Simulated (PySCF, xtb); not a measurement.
C3H, SMILES [C][C][CH-] (connectivity only; charge and spin as stated), charge -1, multiplicity 1.

Harmonic wavenumbers (cm⁻¹) from GFN2-xTB (xtb 6.7.1) at its own minimum, in rising order: 176, 365, 1003, 1162, 1807, 2368.

Q: What does PBE-D3(BJ)/def2-TZVPD run with PySCF give at its own minimum? (An estimate is asked for; the answer gives what the named calculation found.)

A: 277, 411, 996, 1113, 1824, 2768. Paired by order, the mean absolute difference is 103 cm⁻¹ and the zero-point energies are 9.8 and 10.6 kcal/mol.
